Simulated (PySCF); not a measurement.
Co⁺ (cobalt, charge +1): UHF calculation

Configuration: [Ar] 3d8, high-spin 3F determinant. Calculation: PySCF 2.14, in x2c-TZVPPall with one added diffuse shell each of s, p, d, f type (7s6p5d3f1g, 80 functions); scalar relativity by spin-free X2C-1e.

- Total energy: -1391.567070 hartree
- One-electron energy: -1924.3716 hartree
- Hartree (Coulomb) energy: 591.4591 hartree
- Exchange energy: -58.6545 hartree
- ⟨S²⟩: 2.0053
- ⟨L²⟩: 12.031
- Sum of ⟨r⟩: 17.29 bohr
- Sum of ⟨r²⟩: 19.71 bohr²
- Langevin diamagnetic susceptibility: -15.6 ×10⁻⁶ cm³/mol

| shell | electrons | mean orbital energy (hartree) | spread (hartree) | rms radius, mean of both spins (bohr) |
| --- | --- | --- | --- | --- |
| 1s α | 1 | -285.88804 | 0 | 0.0649 |
| 1s β | 1 | -285.88699 | 0 | 0.0649 |
| 2s α | 1 | -35.56863 | 0 | 0.276 |
| 2s β | 1 | -35.50611 | 0 | 0.276 |
| 2p α | 3 | -30.34282 | 0 | 0.249 |
| 2p β | 3 | -30.28057 | 0 | 0.249 |
| 3s α | 1 | -4.79407 | 0 | 0.837 |
| 3s β | 1 | -4.61306 | 0 | 0.837 |
| 3p α | 3 | -3.23901 | 0 | 0.900 |
| 3p β | 3 | -3.02055 | 0 | 0.900 |
| 3d α | 5 | -0.76583 | 0.05085 | 1.27 |
| 3d β | 3 | -0.67588 | 0 | 1.27 |

Densities and radii are taken from the X2C orbitals without a picture-change correction, which distorts them close to the nucleus.

Spin-orbit constants ζ (cm⁻¹) from the X2C one-electron operator on these orbitals: bare nucleus, nucleus screened by l(l+1)(2l+1)/3 electrons, and screened by the Breit-Pauli mean field of the electrons.

| shell | bare | screened nucleus | mean field |
| --- | --- | --- | --- |
| 2p | 83550 | 77360 | 74520 |
| 3p | 10050 | 9304 | 8902 |
| 3d | 867.9 | 546.5 | 489.5 |

To first order the Landé constant is A = -244.7 cm⁻¹, so the lowest level has J = 4 and lies 0.0910 eV below the centre of the term. This holds in LS coupling only.
